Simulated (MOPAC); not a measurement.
Input file for MOPAC: PM3 on BeN+, 2S+1 = 3, a spin state set in the input, which need not be the lowest, a point of a bond scan (R = 1.678 Å). Charge +1.

```
PM3 1SCF PRECISE CHARGE=1 UHF MS=1 THREADS=1
BeN

Be     0.00000000 1     0.00000000 1     0.00000000 1
N      0.00000000 1     0.00000000 1     1.67812900 1
```

It printed:

```
*******************************************************************************
 **                                                                           **
 **                              MOPAC v23.2.5                                **
 **                                                                           **
 *******************************************************************************
 ** MOPAC's Digital Object Identifier: https://doi.org/10.5281/zenodo.6511958 **
 **                                                                           **
 ** Please cite the open-source release paper for use of this MOPAC version:  **
 ** J. E. Moussa and J. J. P. Stewart (2026)                                  **
 ** MOPAC: An open-source semiempirical molecular orbital program             **
 ** J. Open Source Softw., 11(119), 8025, https://doi.org/10.21105/joss.08025 **
 *******************************************************************************

                              PM3 CALCULATION RESULTS

 *******************************************************************************
 *  PM3        - The PM3 Hamiltonian to be used
 *  UHF        - UNRESTRICTED HARTREE-FOCK CALCULATION
 *
 *
 *
 *                 CHARGE ON SYSTEM = +1
 *
 *
 *
 *  MS=        - IN MECI, MAGNETIC COMPONENT OF SPIN =  1.0
 *  PRECISE    - TIGHTER CRITERIA TO BE USED
 *  1SCF       - DO 1 SCF AND THEN STOP
 *  THREADS=1  - MULTI-THREADING NOT USED
 *  T=         - A TIME OF 172800.0 SECONDS REQUESTED
 *  DUMP=N     - RESTART FILE WRITTEN EVERY 7200.0 SECONDS REQUESTED
 *******************************************************************************
PM3 1SCF PRECISE CHARGE=1 UHF MS=1 THREADS=1
 BeN

   ATOM   CHEMICAL          X               Y               Z
  NUMBER   SYMBOL      (ANGSTROMS)     (ANGSTROMS)     (ANGSTROMS)

     1      Be          0.00000000  *   0.00000000  *   0.00000000  *
     2       N          0.00000000  *   0.00000000  *   1.67812900  *



          CARTESIAN COORDINATES

    NO.       ATOM           X           Y           Z

     1        Be          0.0000      0.0000      0.0000
     2         N          0.0000      0.0000      1.6781

 Be: (PM3): J. J. P. STEWART, J. COMP. CHEM. 10, 209 (1989).
  N: (PM3): J. J. P. STEWART, J. COMP. CHEM. 10, 209 (1989).

           Empirical Formula: N Be  =     2 atoms



      MOLECULAR POINT GROUP   :   C*v


          UHF CALCULATION, NO. OF ALPHA ELECTRONS =    4
                           NO. OF BETA  ELECTRONS =    2

 -------------------------------------------------------------------------------
 PM3 1SCF PRECISE CHARGE=1 UHF MS=1 THREADS=1
 BeN



     1SCF WAS SPECIFIED, SO BFGS WAS NOT USED
     SCF FIELD WAS ACHIEVED


                              PM3 CALCULATION
                                                       MOPAC v23.2.5 Linux




          FINAL HEAT OF FORMATION =        333.19015 KCAL/MOL =    1394.06758 KJ/MOL


          COSMO AREA              =         73.02 SQUARE ANGSTROMS
          COSMO VOLUME            =         56.08 CUBIC ANGSTROMS

          IONIZATION POTENTIAL    =         15.973835 EV
          ALPHA SOMO LUMO (EV)    =        -18.494 -8.551
          BETA  SOMO LUMO (EV)    =        -15.974 -9.067
          NO. OF ALPHA ELECTRONS  =          4
          NO. OF BETA  ELECTRONS  =          2
          MOLECULAR WEIGHT        =         23.0189         POINT GROUP:  C*v

          MOLECULAR DIMENSIONS (Angstroms)

            Atom       Atom       Distance
            N     2   Be     1     1.67813
            N     2   Be     1     0.00000
           Be     1    N     2     0.00000


          SCF CALCULATIONS        =          1





   ATOM   CHEMICAL          X               Y               Z
  NUMBER   SYMBOL      (ANGSTROMS)     (ANGSTROMS)     (ANGSTROMS)

     1      Be          0.00000000  *   0.00000000  *   0.00000000  *
     2       N          0.00000000  *   0.00000000  *   1.67812900  *

                             CARTESIAN COORDINATES

   1   Be        0.000000000     0.000000000     0.000000000
   2    N        0.000000000     0.000000000     1.678129000


           Empirical Formula: N Be  =     2 atoms



      MOLECULAR POINT GROUP   :   C*v


          ALPHA EIGENVALUES
 -27.02723 -18.51519 -18.51519 -18.49428  -8.55132  -4.44184  -4.44184  -3.14808


           BETA EIGENVALUES
 -25.09734 -15.97383  -9.06744  -6.70785  -6.70785  -4.30683  -4.30683  -2.70114


              NET ATOMIC CHARGES AND DIPOLE CONTRIBUTIONS

  ATOM NO.   TYPE          CHARGE      No. of ELECS.   s-Pop       p-Pop
    1         Be           1.023545        0.9765     0.76948     0.20698
    2          N          -0.023545        5.0235     1.88648     3.13706
 DIPOLE           X         Y         Z       TOTAL
 POINT-CHG.     0.000     0.000    -5.094     5.094
 HYBRID        -0.000    -0.000    -2.169     2.169
 SUM           -0.000    -0.000    -7.263     7.263


          ATOMIC ORBITAL ELECTRON POPULATIONS

     Atom    s        px        py        pz
    1 Be   0.76948   0.01965   0.01965   0.16768
    2  N   1.88648   0.98035   0.98035   1.17636


                    (SZ)    =    1.000000
                    (S**2)  =    2.302224


          ATOMIC ORBITAL SPIN POPULATIONS

    Atom   Total    s     px     py     pz
         Atomic
    1 Be -0.3749 -0.453  0.020  0.020  0.039
    2  N  2.3749 -0.043  0.980  0.980  0.457

 **********************
 *                    *
 * JOB ENDED NORMALLY *
 *                    *
 **********************




 == MOPAC DONE ==
```

The run finished. Its determinant has ⟨S²⟩ = 2.30, a mixture of spin states.

Cost: about 0.03 core-seconds (a rough figure).
